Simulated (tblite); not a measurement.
Species: 4-pyridinecarboxaldehyde, C6H5NO.
Numbering: `[O:1]=[CH:2][c:3]1[cH:4][cH:5][n:6][cH:7][cH:8]1` (hydrogens: H9 on C2; H10 on C4; H11 on C5; H12 on C7; H13 on C8)

Computed with GFN2-xTB (tblite), gas phase: Langevin dynamics at 400 K from the optimised GFN2-xTB geometry, time step 0.5 fs, friction 0.01 fs⁻¹, 2000 steps.

Start geometry:
```
atom  x, y, z in Å
O1      2.829    0.972    0.011
C2      2.136   -0.008   -0.054
C3      0.662   -0.005   -0.017
C4     -0.062   -1.193   -0.101
C5     -1.446   -1.120   -0.062
N6     -2.110    0.017    0.051
C7     -1.424    1.145    0.131
C8     -0.040    1.195    0.103
H9      2.576   -1.021   -0.150
H10     0.444   -2.142   -0.195
H11    -2.056   -2.012   -0.124
H12    -2.016    2.046    0.221
H13     0.501    2.126    0.169
```

The statistics below take the 31 frames saved every 25 fs from 250 to 1000 fs; their kinetic temperature (all 3N coordinates) averages 429 K.

Question: How do the bond lengths spread?

Answer: 
```json
{"bond": "O1=C2", "start (Å)": "1.202", "mean (Å)": "1.203", "standard deviation (Å)": "0.026", "shortest (Å)": "1.150", "longest (Å)": "1.262"}
{"bond": "C2–C3", "start (Å)": "1.474", "mean (Å)": "1.487", "standard deviation (Å)": "0.032", "shortest (Å)": "1.427", "longest (Å)": "1.545"}
{"bond": "C3–C4", "start (Å)": "1.394", "mean (Å)": "1.400", "standard deviation (Å)": "0.030", "shortest (Å)": "1.348", "longest (Å)": "1.457"}
{"bond": "C4–C5", "start (Å)": "1.386", "mean (Å)": "1.395", "standard deviation (Å)": "0.022", "shortest (Å)": "1.345", "longest (Å)": "1.438"}
{"bond": "C5–N6", "start (Å)": "1.322", "mean (Å)": "1.327", "standard deviation (Å)": "0.036", "shortest (Å)": "1.267", "longest (Å)": "1.414"}
{"bond": "N6–C7", "start (Å)": "1.322", "mean (Å)": "1.321", "standard deviation (Å)": "0.033", "shortest (Å)": "1.245", "longest (Å)": "1.395"}
{"bond": "C7–C8", "start (Å)": "1.385", "mean (Å)": "1.387", "standard deviation (Å)": "0.030", "shortest (Å)": "1.335", "longest (Å)": "1.435"}
{"bond": "C3–C8", "start (Å)": "1.395", "mean (Å)": "1.393", "standard deviation (Å)": "0.021", "shortest (Å)": "1.348", "longest (Å)": "1.429"}
{"bond": "C2–H9", "start (Å)": "1.108", "mean (Å)": "1.123", "standard deviation (Å)": "0.032", "shortest (Å)": "1.056", "longest (Å)": "1.179"}
{"bond": "C4–H10", "start (Å)": "1.080", "mean (Å)": "1.085", "standard deviation (Å)": "0.030", "shortest (Å)": "1.025", "longest (Å)": "1.140"}
{"bond": "C5–H11", "start (Å)": "1.082", "mean (Å)": "1.085", "standard deviation (Å)": "0.028", "shortest (Å)": "1.034", "longest (Å)": "1.135"}
{"bond": "C7–H12", "start (Å)": "1.082", "mean (Å)": "1.088", "standard deviation (Å)": "0.033", "shortest (Å)": "1.028", "longest (Å)": "1.156"}
{"bond": "C8–H13", "start (Å)": "1.079", "mean (Å)": "1.085", "standard deviation (Å)": "0.026", "shortest (Å)": "1.040", "longest (Å)": "1.155"}
```

Question: How far does each atom move about its mean position (frames aligned on the start, all atoms weighted alike), and what rms force does it feel?

Answer: 
```csv
atom,rms displacement (Å),rms force (eV/Å)
O1,0.40,2.18
C2,0.08,2.27
C3,0.12,1.77
C4,0.11,2.19
C5,0.08,2.18
N6,0.12,2.15
C7,0.08,2.30
C8,0.11,1.90
H9,0.40,0.91
H10,0.17,1.08
H11,0.15,1.02
H12,0.14,1.15
H13,0.20,0.96
```

The displacements run from 0.08 to 0.40 Å.

Question: Follow the torsion O1–C2–C3–C4 through every second one of these frames.

Answer: 
```tsv
t (fs)	O1–C2–C3–C4 (°)
250	-155
300	170
350	-165
400	-161
450	177
500	-176
550	-157
600	-160
650	-178
700	178
750	150
800	137
850	133
900	125
950	178
1000	-156
```

Largest departure from the start value over all these frames: O1–C2–C3–C4 61° (start 180°).

Question: How widely does the potential energy scatter, against a harmonic estimate?

Answer: Mean 0.59 eV above the start, standard deviation 0.176 eV, range 0.30 to 1.01 eV. For 33 classical harmonic modes at 400 K the canonical values are 33kT/2 = 0.57 eV and kT·√(33/2) = 0.140 eV.

The run is classical and short, so these are rough statistics of one trajectory.

The cost below is that of the whole dynamics run. On one thread, INTEL XEON PLATINUM 8581C at 2.10 GHz (x86_64), shared host, this took 8.5 s wall and 0.18 GiB of memory at its peak.
